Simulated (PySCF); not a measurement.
# Telling isomers of C7H11Cl apart by NMR

[PySCF 2.14.0 with density-fitted response routines: geometry from GFN2-xTB; σ from GIAO-PBE0/pcSseg-1; one computed conformer; one averaged value for each set of equivalent atoms; gas phase; non-relativistic Hamiltonian]

δ = σ(ref) − σ, references computed at the same level: TMS for $^{1}$H and $^{13}$C. Where no couplings were computed, multiplicities follow the n + 1 count of equivalent neighbours, and m marks all less simple cases (inequivalent or close neighbours, rings, F or P nearby). Shifts are as computed. Against solution values, carbons near 30 ppm lie about +3 ppm off and those near 130 ppm about +5 ppm; carbons on Cl a further +6 ppm. Of 1211 compounds with measured shifts, 218 miss one by over three times the rms of a fit or turn the order of signals round; such compounds aren't used in these exercises. Carbons bonded to Cl come out too deshielded.

(1) Tabulate the signals of `ClC[C@@H]1C[C@@H]2C[C@@H]2C1`, `CC1=CC[C@H](Cl)CC1` and their relative energies.

(2) What is the quickest way to tell ClC[C@@H]1C[C@@H]2C[C@@H]2C1 from CC1=CC[C@H](Cl)CC1?

## Answers

(1) 
```tsv
SMILES	carbon types	δC	δH	E rel. (kcal/mol)
ClC[C@@H]1C[C@@H]2C[C@@H]2C1	3×CH 4×CH2	56.1, 55.2, 40.3, 25.3, 22.9	3.27 (d, 2H), 2.75 (m, 1H), 2.38 (m, 2H), 1.39 (m, 2H), 0.99 (m, 1H), 0.88 (m, 2H), -0.30 (m, 1H)	14.9
CC1=CC[C@H](Cl)CC1	1×C 2×CH 3×CH2 1×CH3	141.7, 127.6, 62.1, 41.2, 37.8, 34.8, 26.5	5.66 (m, 1H), 3.84 (m, 1H), 2.56 (m, 1H), 2.36 (m, 1H), 2.16 (m, 1H), 2.09 (m, 1H), 1.93 (m, 1H), 1.78 (s, 3H), 1.72 (m, 1H)	0.0
```

Energies are electronic energies at PBE0/pcSseg-1 on these geometries, without zero-point or thermal terms, each for the one conformer computed, which needn't be the lowest.

(2) Count the carbon signals: 5 against 7. The first has a three-membered-ring carbon (CH) at 22.9 ppm, the second a fully substituted alkene carbon (C) at 141.7 ppm. Their most deshielded carbons lie at 56.1 and 141.7 ppm. In the proton spectra the most deshielded non-exchanging signals are 3.27 (d, 2H) and 5.66 (m, 1H).
